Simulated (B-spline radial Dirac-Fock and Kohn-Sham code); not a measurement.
Ionisation of each subshell: In³¹⁺

System: the In³¹⁺ ion in the configuration [Ne] 3s2 3p6; nuclear rms radius 4.6156 fm (A = 115).

The computed values come from an atomic code on a B-spline grid: Dirac-Fock (average of configuration) total-energy differences with a finite nucleus, the Breit interaction including its frequency dependence, and self-energy and vacuum-polarisation corrections. No correlation. Energies are counted from the vacuum level.

All terms are in eV, carry their sign (relaxation lowers the binding energy) and add up to the binding energy; ⟨r⟩ is the mean radius of the orbital in the initial state.

```tsv
subshell	−ε (Koopmans)	relaxation	Gaunt	retardation	QED	binding energy	⟨r⟩ (bohr)
K (1s)	29674.5	-31.15	-66.43	5.44	-30.20	29552.2	0.030
L1 (2s)	5830.0	-7.51	-6.35	0.38	-3.79	5812.7	0.127
L2 (2p1/2)	5538.4	-9.55	-10.52	1.07	0.30	5519.7	0.107
L3 (2p3/2)	5323.0	-8.90	-7.55	1.28	-0.12	5307.8	0.112
M1 (3s)	2131.6	-0.96	-1.36	0.12	-0.93	2128.5	0.317
M2 (3p1/2)	2014.7	-1.12	-2.34	0.30	0.05	2011.6	0.304
M3 (3p3/2)	1964.8	-1.03	-1.66	0.35	-0.04	1962.5	0.312
```

For the deepest level, K (1s), the Breit terms make up -0.206 % of the binding energy, QED -0.102 % and orbital relaxation -0.105 %.

Spin-orbit splittings: 2p 211.9 eV, 3p 49.16 eV.

Going to the tabulated ground configuration of the next ion removes an electron from M3 (3p3/2), computed at 1962.5 eV. NIST lists 1961 ± 5 eV as the ionisation energy of this species (semi-empirical), -1.46 eV from the computed value, within the stated uncertainty.
